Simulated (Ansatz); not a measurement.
`BN[SiH2]O` + HCl → `BN[SiH2]Cl` + H₂O at 700 K and 1 bar (ligand exchange at the Si–O bond).

Gas-phase electronic energies from Ansatz, PBE0-D4/def2-TZVP geometries. CCSD(T)/CBS adds triple-zeta CCSD(T) − MP2 to the extrapolated MP2 energy (def2 sets, frozen cores). This one scheme is used for every species. Each species was taken in one conformer, which may not be the lowest.

| species | CCSD(T)/CBS energy (Eh) | H − E (kJ/mol) | S (J/(mol·K)) |
| --- | --- | --- | --- |
| `BN[SiH2]O` | -447.46614 | 256.5 | 427.2 |
| HCl | -460.38127 | 38.4 | 211.8 |
| `BN[SiH2]Cl` | -831.46864 | 218.7 | 424.7 |
| H₂O | -76.37941 | 80.5 | 218.4 |

H − E and S are ideal-gas, rigid-rotor, harmonic terms from PBE0-D4/def2-TZVP, for one conformer and one mirror image of each species. 1 Eh = 2625.50 kJ/mol, R = 8.31446 J/(mol·K).

Problem. By hand: ΔE, ΔH, ΔS and ΔG.

Solution. ΔE = (-831.46864) + (-76.37941) − (-447.46614) − (-460.38127) = -0.00064 Eh = -1.7 kJ/mol. Δ(H − E) = 218.7 + 80.5 − 256.5 − 38.4 = 4.3, so ΔH = 2.6 kJ/mol. ΔS = 424.7 + 218.4 − 427.2 − 211.8 = 4.1 J/(mol·K). ΔG = 2.6 − 700 × (4.1)/1000 = -0.3 kJ/mol.

Problem. By hand: the equilibrium constant, and the temperature at which ΔG would vanish if ΔH and ΔS stayed fixed.

Solution. log₁₀ K = −ΔG/(RT ln 10) = 0.0. ΔG = 0 at ΔH/ΔS = 634 K, though so small a ΔH makes that figure unsure.

TΔS isn't small against ΔH here. The sign of ΔG lies within the doubt. A doubt of 5 kJ/mol in ΔE shifts log₁₀ K by 0.4 here. Other conformers and mirror images would add mixing entropy, several J/(mol·K) or more a flexible species. Modes under 60 cm⁻¹, often nearly free rotors, make the harmonic entropy too high. These are equilibria of isolated gas molecules and say nothing of rates. Largest T1 diagnostic: 0.012 (customary marks: 0.02 for closed shells, 0.045 for open ones).
